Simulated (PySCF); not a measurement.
Harmonic spectrum computed at B3LYP in the def2-SVP basis family (core potentials from Rb on, PySCF, no spin–orbit coupling):

| symmetry | ω (cm⁻¹) | IR (km/mol) |
| --- | --- | --- |
| b1 | 219 | 24.0 |
| b2 | 224 | 61.5 |
| a1 | 245 | 0.0 |
| a2 | 364 | 0.0 |
| b1 | 421 | 234 |
| a1 | 717 | 24.8 |
| b2 | 751 | 131 |
| b2 | 906 | 40.4 |
| a1 | 955 | 92.2 |
| a1 | 985 | 113 |
| b2 | 3816 | 228 |
| a1 | 3817 | 1.5 |

Question: Which molecule gave it? In each, all ligands are bound to the one heavy central atom.
A. GeO(OH)₂ (singlet)
B. MoO(OH)₂ (triplet)
C. TcO(OH)₂ (doublet)
D. PtO(OH)₂ (singlet)

Answer: A. It has C2v symmetry with Ge–O 1.639 Å, Ge–O 1.756 Å (×2), O–H 0.969 Å (×2).
